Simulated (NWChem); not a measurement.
Molecule: CH₄BCl; SMILES CBCl

Computed with NWChem. Geometry: optimised at PBE0/def2-SVP. Ions are spin-unrestricted doublets at the neutral geometry; other ion states weren't tried.

For level CAM-B3LYP/def2-SVP:

* **vertical ionisation energy, ΔSCF (eV)**: 10.97
* **−ε(HOMO) (eV)**: 9.64

What are these values for level PBE/def2-SVP?

The vertical ionisation energy, ΔSCF (eV) comes out as 10.47 and the −ε(HOMO) (eV) is 6.86.
